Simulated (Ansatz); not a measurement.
Isolated molecules relaxed with PBE0-D4/def2-TZVP in Ansatz; ΔE leaves out vibrations. CCSD(T)/CBS is the MP2 limit (def2-TZVPP, def2-QZVPP) plus CCSD(T) − MP2 in def2-TZVPP, frozen cores. DFT in def2-TZVPP. One conformer a species, not always the lowest.

Consider the cleavage of the Si–Si bond: `O[SiH](O)[SiH](O)F` + `CN[SiH3]` → `CN([SiH3])[SiH](O)O` + `O[SiH2]F`.

Question: Is it downhill or uphill in electronic energy at CCSD(T)/CBS, and by how much? (An estimate is asked.)

Answer: Computed: Downhill: ΔE = -24.7 kcal/mol.

Question: What do these levels give: PBE-D4, PBE0-D4, ωB97X-V, r2SCAN, HF/def2-TZVPP, MP2/def2-TZVPP, SCS-MP2/def2-TZVPP, CCSD/def2-TZVPP, MP2/def2-QZVPP, SCS-MP2/def2-QZVPP, HF/CBS(def2), MP2/CBS(def2)? (An estimate is asked.)

Answer: Ansatz gave: PBE-D4 -18.3, PBE0-D4 -20.6, ωB97X-V -22.6, r2SCAN -22.5, HF/def2-TZVPP -25.9, MP2/def2-TZVPP -27.1, SCS-MP2/def2-TZVPP -26.5, CCSD/def2-TZVPP -25.3, MP2/def2-QZVPP -26.9, SCS-MP2/def2-QZVPP -26.3, HF/CBS(def2) -26.3, MP2/CBS(def2) -26.6 kcal/mol.

Largest T1 diagnostic among the species: 0.013.

The D4 term adds −1.6 kcal/mol with B3LYP and −0.9 kcal/mol with PBE0; it sums over pairs of atoms, weighted by their polarisabilities, and B3LYP, whose exchange is more repulsive, gets the larger term. From PBE to PBE0 (25 % exact exchange), in def2-TZVPP and without D4, ΔE moves by −2.5 kcal/mol.

B3LYP here is the variant with VWN-RPA as its local correlation; programs differ in this.
